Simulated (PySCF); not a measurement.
`Bc1ccn(C)c1C#C`, C₇H₈BN

Geometry:
```
atom   x (Å)   y (Å)   z (Å)
  B1   2.670   0.597   0.350
  C2   1.341  -0.143   0.349
  C3   1.067  -1.466   0.799
  C4  -0.260  -1.719   0.613
  N5  -0.845  -0.616   0.066
  C6  -2.225  -0.490  -0.305
  C7   0.103   0.341  -0.103
  C8  -0.203   1.593  -0.653
  C9  -0.490   2.660  -1.127
 H10   2.729   1.692  -0.062
 H11   3.631   0.070   0.763
 H12   1.789  -2.141   1.216
 H13  -0.840  -2.597   0.829
 H14  -2.342  -0.548  -1.391
 H15  -2.616   0.473   0.029
 H16  -2.801  -1.292   0.155
 H17  -0.713   3.598  -1.540
```

The calculation used GIAO B3LYP/pcSseg-1 magnetisability, rotational g tensor and spin-rotation constants, non-relativistic, gas phase in PySCF. Geometry: GFN2-xTB.

Give the nuclear spin-rotation constants along the inertial axes (H = +C I·J) beside the isotropic shieldings.

Rotational constants 2.1351, 1.9389, 1.0226 GHz. A star marks the isotopologue with that one atom substituted, in its own axes.
```csv
atom,isotope,Caa (kHz),Cbb (kHz),Ccc (kHz),mean (kHz),σ (ppm)
B1,11B,0.887,0.850,0.141,0.626,34.6
N5,14N,0.309,0.263,0.061,0.211,67.3
H10,1H,0.066,-0.012,-0.099,-0.015,24.9
H11,1H,0.138,-0.085,-0.101,-0.016,25.1
H12,1H,0.222,-0.185,-0.115,-0.026,25.1
H13,1H,-0.137,0.120,-0.116,-0.044,25.3
H14,1H,-0.163,-0.198,0.017,-0.115,28.0
H15,1H,-0.041,-0.191,-0.040,-0.091,27.7
H16,1H,-0.176,0.027,-0.104,-0.084,28.3
H17,1H,0.054,-0.190,-0.118,-0.085,28.6
C2,13C*,1.017,0.848,0.130,0.665,35.1
C3,13C*,0.967,0.665,0.155,0.596,54.5
C4,13C*,0.842,0.696,0.201,0.580,53.2
C6,13C*,0.349,0.333,0.194,0.292,145.5
C7,13C*,0.876,0.731,0.195,0.601,47.9
C8,13C*,0.057,0.662,0.372,0.363,101.7
C9,13C*,0.312,0.559,0.358,0.409,88.3
```
For the geometry as given, no vibrational averaging.
